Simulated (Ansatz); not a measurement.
Coupled-cluster diagnostics for the cluster Ag₃H₃⁺, Ansatz.

Geometry of the doublet (B3LYP-D4/def2-TZVP):

```xyz
6

Ag   -1.9054    0.7567   -1.5019
Ag    1.9703   -1.1081    2.0899
Ag    0.0599   -0.1128    0.1924
H    -0.1233    0.8712   -1.4472
H     1.7665   -0.2302    0.6175
H    -1.7680   -0.1768    0.0494
```

In the def2 sets Ag takes a core potential; there is no spin–orbit coupling. Correlated methods freeze no core orbitals; core or outer-core shells of Ag are correlated, in sets that lack core-valence functions. No other spin state of charge 1 was run. Another isomer (doublet) lies 1.03 eV lower at PBE0-D4/def2-TZVP; other spin states weren't run for this one.

Task: Estimate the CCSD(T) correlation energy, the shares of MP2 and (T), T1 and the reference's ⟨S²⟩ for: charge 1, doublet, own geometry in def2-SVP; and the rough time on 4 threads of Arm Neoverse V2 on a shared host.

Result: 
| state | basis | correlation (eV) | MP2 share (%) | (T) share (%) | T1 | ⟨S²⟩ (pure) | wall time |
| --- | --- | --- | --- | --- | --- | --- | --- |
| charge 1, doublet, own geometry | def2-SVP | -28.947 | 100.3 | 3.0 | 0.018 | 0.79 (0.75) | 2.2 min |
Customary marks for T1 are 0.02 (closed shells), 0.045 (open shells) and about 0.05 (3d metals). T1 stays under 0.02 throughout.
